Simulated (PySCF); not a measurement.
Below is a simulated gas-phase C 1s photoelectron spectrum of 3,3-dimethylpentane (`CCC(C)(C)CC`).

Every computed line was given a Gaussian of 0.6 eV full width at half maximum and an area set by the number of equivalent atoms; the highest printed point is 100. Level of theory: delta-SCF UKS SCAN, pcX-2 on the ionised atom, pcseg-1 elsewhere, spin-free X2C (PySCF).

```
binding energy (eV)  intensity
              289.3          0
              289.4          1
              289.5          2
              289.6          6
              289.7         14
              289.8         27
              289.9         47
              290.0         69
              290.1         89
              290.2        100
              290.3         98
              290.4         83
              290.5         62
              290.6         40
              290.7         23
              290.8         11
              290.9          5
              291.0          2
              291.1          1
              291.2          0
```

Q: Count the maxima, the lines and the sites behind this envelope.

A: The curve has 1 maximum (at 290.2 eV). Under it lie 4 lines from 4 inequivalent carbon sites. At this width some lines have no maximum of their own.

Q: Decompose the envelope and assign each component. Numbering: `[CH3:1][CH2:2][C:3]([CH3:4])([CH3:5])[CH2:6][CH3:7]`.

A: 
| position (eV) | relative area | line | atoms | environment |
| --- | --- | --- | --- | --- |
| 290.16 | 2 | C 1s | C4/C5 | methyl carbon |
| 290.17 | 2 | C 1s | C2/C6 | chain CH2 carbon |
| 290.29 | 1 | C 1s | C3 | quaternary sp3 carbon |
| 290.35 | 2 | C 1s | C1/C7 | methyl carbon |

Q: What are the centre and the root-mean-square width of the whole band?

A: The area-weighted mean of the lines is 290.24 eV. Their own spread about it is 0.08 eV (rms) and each Gaussian has σ = 0.6/2.355 = 0.25 eV; the variances add, which gives 0.27 eV.

The 4 C 1s values lie within 0.19 eV of each other; Gaussian lines of 0.5 eV full width would blend them into one maximum.

No satellites, vibrations or lifetime broadening are included. Atoms equivalent by their bonding share one computed value, that of the first of them. Isolated species at its PBE0-D3(BJ)/def2-SVP geometry (one conformer only).

Shape of the structure used: `[CH3:1][CH2:2][C:3]([CH3:4])([CH3:5])[CH2:6][CH3:7]`: C1–C2–C3–C4 64°, C2–C3–C6–C7 -57°.
